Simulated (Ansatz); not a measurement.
Molecule: C4H2FO, charge -1, multiplicity 1. It need not be the lowest isomer of its formula. Whether it binds its extra electron was not tested at this geometry. 
Coordinates optimised at B3LYP-D3(BJ)/def2-TZVP (Ansatz, a quantum-chemistry and plane-wave program):
SMILES: Fc1[c-]coc1
```xyz
8

F      1.8527    -0.3928     0.7911
C      0.5872    -0.1901     0.2810
C     -0.4813    -1.1266     0.3618
C     -1.4467    -0.4194    -0.2825
O     -1.0550     0.8667    -0.7474
C      0.2525     0.9616    -0.3608
H     -2.4802    -0.6229    -0.5287
H      0.7757     1.8711    -0.6086
```
Charge -1, spin multiplicity 1.

Parts of the frozen-core correlation energy in aug-cc-pVQZ (Ansatz, hartree). Frozen orbitals: 6; correlated occupied orbitals by spin: 16 and 16; virtual: 550 and 550. Spin-orbit coupling is left out. No relativistic terms. The restricted reference is unstable.

```tsv
term	value
reference (HF)	-326.97345
MP2 opposite-spin	?
MP2 same-spin	?
CCSD correlation	-1.20724
(T)	?
T1 diagnostic	0.017
largest doubles amplitude	0.036
```

### Question
Some entries are withheld; supply them.

### Answer

- MP2 opposite-spin, value: -0.90722
- MP2 same-spin, value: -0.31086
- (T), value: -0.06255
